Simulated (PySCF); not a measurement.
**Computed data sheet: `C=C[C@@]1(C(=O)[O-])C[C@H]1Cl`**

C₆H₆ClO₂ (charge -1).
Geometry (GFN2-xTB, Å), atoms numbered from 1 in this order:
```
atom  x, y, z in Å
C1     2.0817    0.2091   -0.7112
C2     0.8363   -0.1638   -0.9697
C3    -0.2417   -0.2296    0.0197
C4    -0.7100   -1.7289    0.4455
O5    -1.4839   -1.7377    1.4011
O6    -0.2480   -2.6344   -0.2380
C7    -0.3933    0.8180    1.0870
C8    -1.3884    0.7199   -0.0220
Cl9   -1.4338    2.0270   -1.2086
H10    2.8526    0.1907   -1.4654
H11    2.3836    0.5381    0.2706
H12    0.5711   -0.5161   -1.9600
H13   -0.7192    0.4841    2.0627
H14    0.2782    1.6666    1.0878
H15   -2.3898    0.3651    0.1787
```

Among its groups: carboxylate, C=C double bond, C–Cl bond and cyclopropane ring.

GFN2-xTB geometry:

```
Point group of the GFN2-xTB geometry                  : C1
Rotational constants A, B, C of the GFN2-xTB geometry : 1.940, 1.069, 0.840 GHz
```

**PBE0/pcSseg-1 ground state and GIAO shieldings, non-relativistic (PySCF)**

```
HOMO energy                                                 : -1.79 eV
LUMO energy                                                 : 4.04 eV
HOMO–LUMO gap                                               : 5.83 eV
Lowest Hirshfeld atomic charge                              : -0.41 e on O6
Highest Hirshfeld atomic charge                             : +0.12 e on C4
13C chemical shifts (computed TMS as zero) by class         : 166.4 (C4), 157.5 (C2), 111.5 (C1), 46.0 (C8), 41.5 (C3), 20.7 (C7) ppm
1H chemical shifts (computed TMS as zero) by class          : 6.96 (H12), 4.83 (H11), 4.76 (H10), 3.11 (H15), 1.46 (H13), 0.06 (H14) ppm
Isotropic shieldings of nuclei other than C and H, by class : -11 (O6), 35 (O5), 887 (Cl9) ppm
Mayer bond orders between heavy atoms                       : C1–C2 1.96, C2–C3 1.05, C3–C4 0.73, C4–O5 1.73, C4–O6 1.84, C3–C7 0.93, C7–C8 0.94, C8–Cl9 0.94, C8–C3 0.90
```

Monoisotopic mass of the ion (most abundant isotopes, electron mass counted): 145.0062 u.

The rotational constants make it an asymmetric top with κ = (2B − A − C)/(A − C) = -0.58, nearer the prolate limit (−1). With B = h/(8π²I), that is 505.379 GHz u Å² over I, the principal moments of inertia are 260.5, 472.7 and 601.5 u Å² (most abundant isotopes).

The structure is a single GFN2-xTB conformer in the gas phase; no vibrational or solvent corrections. No diffuse functions stand in pcSseg-1, which bears on an anion's orbital energies.

For the NMR shielding job (PBE0/pcSseg-1), the run took 47 s of wall time on Intel Xeon Platinum 8259CL at 2.50 GHz, one thread, shared host with 48 logical CPUs at a one-minute load of 26, and the process peaked at 0.85 GiB of memory.
